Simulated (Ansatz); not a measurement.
Mulliken charges of ClF2NbS (`[F][Nb]([F])(=[S])[Cl]`) from r2SCAN/def2-TZVPP in Ansatz (PBE0-D4/def2-TZVP geometry).

```csv
atom,x (Å),y (Å),z (Å),charge (e)
F1,-0.615,-0.281,1.770,-0.344
Nb2,0.056,-0.065,0.064,1.322
F3,1.698,-0.888,-0.120,-0.344
S4,-1.295,-0.978,-1.296,-0.361
Cl5,0.206,2.137,-0.460,-0.273
```

Q: By hand: the dipole of these point charges (1 e Å = 4.8032 D).

A: Σ q r = (0.113, 0.086, 0.110) e Å, of length 0.180 e Å = 0.86 D.

Q: How does the dipole of the full density compare? (Estimate.)

A: Ansatz gave: (0.122, 0.114, 0.113) e Å, 0.97 D; the point charges give 0.89 times that, at 6° from its direction.

Point charges leave out the atoms' own dipoles, such as those of lone pairs, and Mulliken's split depends on the basis, so the close match here is no proof of good charges.
